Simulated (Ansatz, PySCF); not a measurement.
Molecule: C$_{2}$H$_{7}$O$_{2}$Si (charge 0, doublet). SMILES: [CH2][Si](C)(O)O
Structure (B3LYP-D3(BJ)/def2-TZVP (Ansatz, a quantum-chemistry and plane-wave program) minimum search):
```
Si
O 1 1.6544
H 2 0.9604 1 117.58
O 1 1.6562 2 111.67 3 60.35
H 4 0.9609 1 117.05 2 64.80
C 1 1.8379 2 103.91 3 -179.24
H 6 1.0840 1 122.73 2 4.19
H 6 1.0847 7 114.75 1 -178.90
C 1 1.8606 2 112.08 3 -55.94
H 9 1.0912 1 111.03 2 -56.12
H 9 1.0918 10 108.25 1 121.81
H 9 1.0929 10 108.32 11 116.35
```
Charge 0, spin multiplicity 2.

Unscaled harmonic wavenumbers (cm⁻¹) in rising order, each level at the stationary point that it reaches from this structure (no distance between atoms moves by over 0.3 Å); the order of modes can differ between levels, and a negative number is imaginary. B3LYP-D3(BJ)/def2-TZVP (PySCF, at the structure above): 120, 152, 188, 224, 250, 263, 291, 321, 375, 600, 658, 707, 755, 771, 790, 813, 888, 906, 931, 1296, 1404, 1458, 1461, 3031, 3098, 3110, 3127, 3216, 3858, 3868.

HF/6-31G* (Ansatz): 94, 151, 201, 234, 252, 280, 302, 345, 423, 584, 687, 776, 806, 843, 859, 899, 954, 993, 996, 1463, 1548, 1604, 1606, 3193, 3259, 3266, 3299, 3388, 4132, 4137. Zero-point energy 59.4 against 55.7 kcal/mol; where all levels lie over 400 cm⁻¹, the wavenumbers are on average 1.074 times those of B3LYP-D3(BJ)/def2-TZVP.

B3LYP/6-31G* (Ansatz): 108, 142, 187, 219, 252, 265, 293, 322, 394, 582, 649, 715, 763, 785, 801, 845, 907, 934, 946, 1337, 1429, 1494, 1497, 3049, 3119, 3130, 3147, 3237, 3794, 3802. Zero-point energy 56.0 against 55.7 kcal/mol; where all levels lie over 400 cm⁻¹, the wavenumbers are on average 1.010 times those of B3LYP-D3(BJ)/def2-TZVP.
